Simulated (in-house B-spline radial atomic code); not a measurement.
# Sn5+: [Ar] 3d10 4s2 (4p1/2)2 (4p3/2)3 4d10 (with a hole in an inner shell)

Level of theory: Dirac-Hartree-Fock, average of the jj configuration, Fermi nucleus of rms radius 4.6519 fm; calculated with a B-spline radial code for spherical atoms.

Z_r = [3n² - l(l+1)]/(2<r>); Z_e = n√(-2ε); the last column is Slater's effective charge. Values are occupation-weighted means over j. An effective charge above Z reflects the relativistic contraction of the inner shells.

```json
{"shell": "1s", "electrons": "2", "ε (eV)": "-29439", "<r> (bohr)": "0.02905", "Z_r": "51.64", "Z_e": "46.52", "Slater": "49.70"}
{"shell": "2s", "electrons": "2", "ε (eV)": "-4593.1", "<r> (bohr)": "0.1249", "Z_r": "48.03", "Z_e": "36.75", "Slater": "45.85"}
{"shell": "2p", "electrons": "6", "ε (eV)": "-4127.7", "<r> (bohr)": "0.1095", "Z_r": "45.68", "Z_e": "34.84", "Slater": "45.85"}
{"shell": "3s", "electrons": "2", "ε (eV)": "-979.69", "<r> (bohr)": "0.3372", "Z_r": "40.03", "Z_e": "25.46", "Slater": "38.75"}
{"shell": "3p", "electrons": "6", "ε (eV)": "-823.07", "<r> (bohr)": "0.3361", "Z_r": "37.19", "Z_e": "23.33", "Slater": "38.75"}
{"shell": "3d", "electrons": "10", "ε (eV)": "-580.81", "<r> (bohr)": "0.3133", "Z_r": "33.52", "Z_e": "19.60", "Slater": "28.85"}
{"shell": "4s", "electrons": "2", "ε (eV)": "-221.79", "<r> (bohr)": "0.8163", "Z_r": "29.40", "Z_e": "16.15", "Slater": "22.60"}
{"shell": "4p", "electrons": "5", "ε (eV)": "-174.34", "<r> (bohr)": "0.8734", "Z_r": "26.33", "Z_e": "14.32", "Slater": "22.60"}
{"shell": "4d", "electrons": "10", "ε (eV)": "-96.974", "<r> (bohr)": "1.031", "Z_r": "20.36", "Z_e": "10.68", "Slater": "11.85"}
```

The least bound orbital is 4d5/2 at -96.06 eV, and it is also the most diffuse (<r> = 1.037 bohr). The part-filled 4p shell lies below the filled 4d shell in orbital energy.

For the 1s electron the small component carries 3.37 % of the norm, the zero-frequency Breit interaction raises the level by 67.69 eV, self-energy by 38.35 eV, and vacuum polarisation lowers it by 5.048 eV.
